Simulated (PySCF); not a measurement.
## Structure elucidation problem

An unknown has the formula C2H11ClSi3. Its calculated NMR data are:

¹H NMR (500 MHz, computed): δ 3.58 (s, 6H), 1.32 (t, 3H), 1.04 (q, 2H).

¹³C{¹H} NMR (computed): δ 19.1 (CH2), 11.6 (CH3).

How the numbers were obtained: PBE0/pcSseg-1 with gauge-including orbitals, GFN2-xTB geometry, in PySCF 2.14 (relativity neglected, one computed conformer, no solvent, one averaged value for each set of equivalent atoms).

δ = σ(ref) − σ, references computed at the same level: TMS for ¹H (σref 31.72), ¹³C (σref 186.93).

Q: Propose a structure and justify it.

A: 
- Rings plus π bonds: 0.
- 2 carbon signals for 2 carbons: no two carbons are equivalent.
- Carbon types of the structure: 1 × CH2, 1 × CH3, leaving 6 H on heteroatoms.
- δC 19.1: sp3 CH2 bonded to Si.
- δC 11.6: methyl carbon; aliphatic region, no heteroatom directly attached.
- δH 3.58: hydrogen on a silicon bonded to Si.
- δH 1.32: hydrogen on a methyl carbon.
- δH 1.04: hydrogen on an sp3 CH2 bonded to Si.

The compound is SMILES CC[Si]([SiH3])([SiH3])Cl.

The data come from this structure; uniqueness wasn't tested.

Shifts are as computed. Against solution values, carbons near 30 ppm lie about +3 ppm off and those near 130 ppm about +5 ppm. Of 1313 compounds with measured shifts, 239 miss one by over three times the rms of a fit or turn the order of signals round; such compounds aren't used in these exercises. No couplings were computed; multiplicities are counted from neighbouring protons, with m where these are inequivalent, close in shift, in a saturated or five-membered ring or joined by F or P, and br s for small geminal =CH2 splittings.
